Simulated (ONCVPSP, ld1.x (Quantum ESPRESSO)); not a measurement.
# Hardness and transferability of assorted potentials

Generated with ld1.x 7.5 (TM, RRKJ, ultrasoft, PAW), atompaw 4.2 or ONCVPSP 4.0.1. The cutoff is in Ry: for ld1.x and atompaw files where the sum of valence levels is converged to 10 mRy in a Bessel basis, for ONCV files where the hardest occupied wave has 1 mHa per electron of residual kinetic energy. The error is the largest all-electron minus pseudo excitation energy over each file’s own four to seven test configurations (ionisations up to +4, promotions, holes and added fractions of an electron), all of which were solved. The labels leave out finer settings (local radius, basis sizes, second energies), which also bear on the numbers. Spin-polarised tests are not counted. The rows are a selection from randomly drawn settings: files with unsolved tests, undetermined cutoffs or missed reference levels are left out.

A true bound ghost makes a file unfit for plane-wave use even where its test errors are small: the radial tests pick states by their node count and pass the ghost by.

```tsv
element	potential	cutoff (Ry)	largest error (meV)	bound ghosts
As	ONCV, PBEsol, scalar-relativistic, rc 1.55/2.00/0.90 (spd), local smoothed, core correction yes, reference 3d10 4s2 4p1, qcut 3.8/3.7/15.8, projectors 2/3/1	222	-7.9	s
Ag	ONCV, PBEsol, scalar-relativistic, rc 1.55/1.65/1.75 (spd), local smoothed, core correction yes, reference 4s2 4p6 4d10 5s1, qcut 6.4/10/8, projectors 2/1/2	51	+42	none
In	TM, LDA (PZ), scalar-relativistic, rc 1.90/2.60/1.25/2.80 (spdf), local smoothed, core correction no, reference 4d10 5s2 5p0	90	-195	none
Pt	ONCV, PBEsol, non-relativistic, rc 1.85/1.85/2.30 (spd), local p, core correction no, reference 5s2 5p6 5d9 6s1, qcut 5.6/6.7/8, projectors 2/0/1	37	+155	none
```

Task: Fill in the row for Tc: ONCV, revPBE, scalar-relativistic, rc 1.55/1.95/2.05 (spd), local smoothed, core correction yes, reference 4s2 4p6 4d6 5s1, qcut 6.5/7/8.2, projectors 2/3/1.

Result: cutoff 39 Ry, largest error -2.2 meV, bound ghosts: none.

Task: Fill in the row for In: TM, BP86, scalar-relativistic, rc 1.65/2.60/1.80 (spd), local p, core correction yes, reference 4d10 5s2 5p1.

Result: cutoff 70 Ry, largest error -254 meV, bound ghosts: none.

Task: Fill in the row for Rh: ONCV, PBE, scalar-relativistic, rc 1.60/1.70/1.25 (spd), local smoothed, core correction no, reference 4s2 4p6 4d8 5s1, qcut 7.2/7.5/8.9, projectors 3/2/2.

Result: cutoff 57 Ry, largest error -3.3 meV, bound ghosts: none.
